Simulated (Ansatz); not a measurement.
Molecule: C4H4N, net charge 0, doublet state. It need not be the lowest isomer of its formula. 
Structure (B3LYP-D3(BJ)/def2-TZVP (Ansatz, a program for electronic structure) minimum search):
```xyz
9

C     -2.2508    -0.0276    -0.1157
C     -1.1103     0.1275     0.4918
C      0.1292    -0.7127     0.2056
C      1.2705     0.1134    -0.1776
N      2.1594     0.7800    -0.4729
H     -2.6905    -0.6386    -0.8876
H     -0.9896     0.8868     1.2610
H     -0.0702    -1.4333    -0.5884
H      0.4032    -1.2786     1.1008
```
Charge 0, spin multiplicity 2.

Basis-set convergence of Hartree-Fock and CCSD correlation energies (hartree) with Ansatz. Correlated levels leave the core frozen unless marked. UHF or UKS for open shells. No spin-orbit coupling. Non-relativistic.

The UHF reference is spin-contaminated (<S^2> 0.18 over the pure value in the largest basis). 

| basis | functions | E(HF) | E(corr, CCSD) |
|---|---|---|---|
| cc-pVDZ | 90 | -208.17519 | -0.68255 |
| cc-pVTZ | 206 | [?] | [?] |

Problem. What belongs in the gaps?

Solution. 
- cc-pVTZ, E(HF): -208.22884
- cc-pVTZ, E(corr, CCSD): -0.81371
